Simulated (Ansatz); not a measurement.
A run on C2HCl2FHf (`C#[C][Hf]([F])([Cl])[Cl]`) with other settings.

```yaml
crystal:
  periodic: [false, false, false]
  atoms:
    - {symbol: C, position_ang: [1.470868, -1.370074, 0.741072]}
    - {symbol: C, position_ang: [0.845135, -0.737328, 0.495127]}
    - {symbol: Hf, position_ang: [-0.907071, 0.518393, -0.426288]}
    - {symbol: F, position_ang: [-2.306651, -0.500081, -0.757985]}
    - {symbol: Cl, position_ang: [-0.103299, 1.844183, -2.178137]}
    - {symbol: Cl, position_ang: [-1.516571, 1.984787, 1.412074]}
    - {symbol: H, position_ang: [2.508062, -2.127973, 1.031009]}
basis:
  gaussian: {orbitals: def2-TZVPD, point_charges: [{charge: 2.00, position_ang: [6.470, -0.872, 0.415]}]}
hamiltonian: {xc: {name: PBEsol}}
```

```sh
$ ansatz run in.yaml --threads 4 --pin off --events-out ev --progress --plain --max-ram 10444MiB
```

Output, abridged:

```
Functional definition: PBEsol
1523 factors; their error is unknown
mean field evaluation 1: about -31065.3965 eV, gradient 9.9e1 eV
mean field evaluation 2: about -30818.6771 eV, gradient 2.5e2 eV
mean field evaluation 4: about -31083.2938 eV, gradient 3.5e1 eV
mean field evaluation 8: about -31086.6181 eV, gradient 5.7e-1 eV
mean field evaluation 16: about -31086.5999 eV, gradient 1.2e-3 eV
mean field -31086.59986560 eV, -1142.4114738067 hartree, gradient 2.9e-5 eV, S^2 0.000000; 0 other end points of the search recorded, 0 dependent functions left out
reference -31086.59994876 eV, -1142.4114768628 hartree; 34, 34 occupied and 224, 224 virtual orbitals, 1523 factors
Total energy: -31086.59994876 eV, -1142.4114768628 hartree
```

Run time 6 s (4 threads of an Arm Neoverse N1 on a shared host); peak host memory 0.33 GiB.
